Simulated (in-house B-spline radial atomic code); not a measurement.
A run on an ion of nuclear charge 59 with 59.3 electrons that did not converge. Method: scalar-relativistic (X2C) B3LYP, spin-polarised, spherical fractional occupations, Fermi nucleus of rms radius 4.8919 fm; computed with an all-electron radial atomic-structure program (B-spline basis).

Command:
```bash
python run_scf.py task.json out
```
Settings (nuclear radius in fm, mass in u):
```
Z                59
configuration    [Xe] 4f3.3 6s2
hamiltonian      x2c
method           b3lyp
spin_polarised   True
nucleus          fermi
rms_radius       4.8919
atomic_mass      140.90766
speed_of_light   137.035999084
```

First and last ten iterations of the last attempt (damped for 15 steps, keeping 80 % of the old Fock matrix, then DIIS):
```
 iter        energy (Eh)    residual
    1       -9226.683079    4.75e-01
    2       -9226.098372    5.60e-01
    3       -9231.578496    3.54e-01
    4       -9234.316784    2.10e-01
    5       -9235.612018    1.19e-01
    6       -9236.190442    7.59e-02
    7       -9236.433976    4.60e-02
    8       -9236.531066    2.62e-02
    9       -9236.568517    1.81e-02
   10       -9236.583274    1.33e-02
  111       -9232.996588    1.53e-01
  112       -9233.009389    1.53e-01
  113       -9233.021430    1.53e-01
  114       -9236.589147    8.82e-03
  115       -9236.588819    9.02e-03
  116       -9232.909116    1.55e-01
  117       -9232.910186    1.55e-01
  118       -9232.910541    1.55e-01
  119       -9232.909269    1.55e-01
  120       -9232.909008    1.55e-01
 not converged after 120 iterations
```

The smallest residual met was 2.3e-03; the threshold is about 6e-07. No energy from this run should be used. The likely cause: this method binds the added charge weakly or not at all at the basis-set limit, so charge moves back and forth between the atom and the box. Time taken, with all properties: 3.9 s on 1 thread of Arm Neoverse V2 (shared host).
